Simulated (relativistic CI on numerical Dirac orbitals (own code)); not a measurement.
## Ligand-field terms of d5

Computed with a parametric ligand-field model of a d^n configuration (Racah B and C, spin-orbit zeta, crystal field), exact diagonalisation.

Field parameters in Wybourne normalisation: Oh B⁴₀ = 21Dq, B⁴₄ = √(5/14) B⁴₀. The field is a parameter set, without covalency.

Task: Ground term and bands for B = 710, C = 3680, ζ = 0 cm⁻¹, Oh, 10Dq = 30530 cm⁻¹?

Result: Ground term 2T2 with 0.04 electrons in the two orbitals of the cubic e set. Spin-allowed: 2A2 26294 cm⁻¹ (380 nm), 2T1 26521 cm⁻¹ (377 nm), 2T2 28448 cm⁻¹ (352 nm), 2E 30295 cm⁻¹ (330 nm). Lowest spin-forbidden: 4T1 13781 cm⁻¹ (726 nm), 6A1 15547 cm⁻¹ (643 nm), 4T2 19037 cm⁻¹ (525 nm).

Task: Ground term and bands for B = 710, C = 3680, ζ = 0 cm⁻¹, Oh, 10Dq = 2130 cm⁻¹?

Result: Ground term 6A1 with 2.00 electrons in the two orbitals of the cubic e set. Spin-allowed: none. Lowest spin-forbidden: 4T1 24830 cm⁻¹ (403 nm), 4T2 25375 cm⁻¹ (394 nm), 4A1+E 25500 cm⁻¹ (392 nm). A high-spin d5 ion has no spin-allowed d-d band, hence its pale colour.

Task: Ground term and bands for B = 710, C = 3680, ζ = 0 cm⁻¹, Oh, 10Dq = 31950 cm⁻¹?

Result: Ground term 2T2 with 0.04 electrons in the two orbitals of the cubic e set. Spin-allowed: 2A2 27670 cm⁻¹ (361 nm), 2T1 27897 cm⁻¹ (358 nm), 2T2 29848 cm⁻¹ (335 nm), 2E 31693 cm⁻¹ (316 nm). Lowest spin-forbidden: 4T1 15156 cm⁻¹ (660 nm), 6A1 18328 cm⁻¹ (546 nm), 4T2 20437 cm⁻¹ (489 nm).

Task: Ground term and bands for B = 710, C = 3680, ζ = 0 cm⁻¹, Oh, 10Dq = 17750 cm⁻¹?

Result: Ground term 6A1 with 2.00 electrons in the two orbitals of the cubic e set. Spin-allowed: none. Lowest spin-forbidden: 2T2 9233 cm⁻¹ (1083 nm), 4T1 10796 cm⁻¹ (926 nm), 4T2 15611 cm⁻¹ (641 nm). A high-spin d5 ion has no spin-allowed d-d band, hence its pale colour.

Task: Ground term and bands for B = 710, C = 3680, ζ = 0 cm⁻¹, Oh, 10Dq = 13490 cm⁻¹?

Result: Ground term 6A1 with 2.00 electrons in the two orbitals of the cubic e set. Spin-allowed: none. Lowest spin-forbidden: 4T1 14918 cm⁻¹ (670 nm), 2T2 17322 cm⁻¹ (577 nm), 4T2 19349 cm⁻¹ (517 nm). A high-spin d5 ion has no spin-allowed d-d band, hence its pale colour.
